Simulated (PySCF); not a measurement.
A structure optimised at PBE0-D3(BJ)/def2-SVP, used in a PySCF frequency run:

```xyz
12

O      1.8114    -0.2148    -1.2145
Ge     0.7350    -0.1181     0.2103
C     -0.7730    -1.3907    -0.0242
N     -1.8392    -0.4009     0.0984
Si    -1.2297     1.2328     0.1473
H      2.6056     0.3211    -1.1211
H      1.5984    -0.2770     1.4836
H     -0.8161    -2.1816     0.7463
H     -0.7140    -1.8775    -1.0153
H     -2.7981    -0.7218     0.0213
H     -1.4804     2.0848    -1.0632
H     -1.6779     2.0406     1.3296
```

Problem. Write its SMILES and formula.

Solution. [OH][Ge@@H]1[CH2]N[SiH2]1, CH7GeNOSi

Problem. What are its rotational constants (standard atomic weights)?

Solution. 4.6329, 1.9788, 1.6562 GHz
